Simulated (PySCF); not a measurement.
Gas-phase reaction: 3 GaI + 3 F₂ → GaI₃ + 2 GaF₃

Energies from PySCF (xtb for GFN2), thermal terms from the rigid-rotor harmonic-oscillator model, ideal gas at 1 bar. † marks an energy on the PBE0/def2-TZVP geometry and frequencies; other levels use their own. All species are closed-shell singlets. I: scalar-relativistic def2 core potential, no spin-orbit coupling. Ga: all electrons, no relativistic terms.

HF/def2-TZVP† gives ΔH°(298 K) = -2160 kJ.

**Question.** What do PBE0/def2-SVP†, GFN2-xTB, PBE0/def2-QZVP† give?

**Answer.** PBE0/def2-SVP†: -1981 kJ; GFN2-xTB: -1754 kJ; PBE0/def2-QZVP†: -2012 kJ. For scale, ΔH°(298 K) is -2160 kJ at this level, -2003 kJ at ωB97M-V/def2-TZVP†, and runs from -2225 to -1754 kJ over the 18 levels computed.
